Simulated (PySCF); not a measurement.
Predicted microwave data (PBE0/def2-SVPD in PySCF (dipole) on a GFN2-xTB geometry, gas phase) for one isomer of C6H8ClF:

- Rotational constants: A = 2149, B = 1175, C = 964.2 MHz
- Dipole components: |μa| = 2.26 D, |μb| = 0.71 D, |μc| = 0.24 D
- Inertial defect: -141.15 u·Å²
- κ: -0.64

Question: Which structure is it? (One computed conformer of each.)
A. `[CH2:1]=[CH:2][CH2:3][C:4](=[CH2:5])[C@@H:6]([F:7])[Cl:8]` with C1–C2–C3–C4 119°, C2–C3–C4–C5 109°, C3–C4–C6–F7 166°
B. `[F:1][C@@H:2]1[CH2:3][C@@H:4]2[CH2:5][C@@H:6]2[C@H:7]1[Cl:8]` with F1–C2–C3–C4 -96°, C2–C3–C4–C5 51°, C3–C4–C5–C6 -97°, C4–C5–C6–C7 97°
C. `[CH2:1]=[CH:2][C:3](=[CH2:4])[C@@H:5]([Cl:6])[CH2:7][F:8]` with C1–C2–C3–C4 -172°, C2–C3–C5–Cl6 -61°, C3–C5–C7–F8 71°
D. `[CH3:1]/[CH:2]=[C:3]([Cl:4])\[CH:5]=[C:6](/[CH3:7])[F:8]` with C2–C3–C5–C6 -149°

Answer: A. It is C=CCC(=C)[C@@H](F)Cl, an asymmetric top, point group C1. The candidates at the same level (rigid rotor, commonest isotopes):

| SMILES | A (MHz) | B (MHz) | C (MHz) | μa (D) | μb (D) | μc (D) | Δ (u·Å²) | point group | rotor |
| --- | --- | --- | --- | --- | --- | --- | --- | --- | --- |
| C=CC(=C)[C@@H](Cl)CF | 1610 | 1522 | 1170 | 0.28 | 0.76 | 0.02 | -214.20 | C1 | asymmetric top |
| C/C=C(Cl)\C=C(/C)F | 2069 | 1186 | 798.7 | 0.89 | 0.65 | 0.85 | -37.67 | C1 | asymmetric top |
| C=CCC(=C)[C@@H](F)Cl | 2149 | 1175 | 964.2 | 2.26 | 0.71 | 0.24 | -141.15 | C1 | asymmetric top |
| F[C@@H]1C[C@@H]2C[C@@H]2[C@H]1Cl | 2478 | 1507 | 1208 | 1.13 | 1.13 | 0.57 | -120.73 | C1 | asymmetric top |

`C=CC(=C)[C@@H](Cl)CF` has B 30 % too high; `C/C=C(Cl)\C=C(/C)F` has C 17 % too low; `F[C@@H]1C[C@@H]2C[C@@H]2[C@H]1Cl` has B 28 % too high. No structure here is proved a minimum.
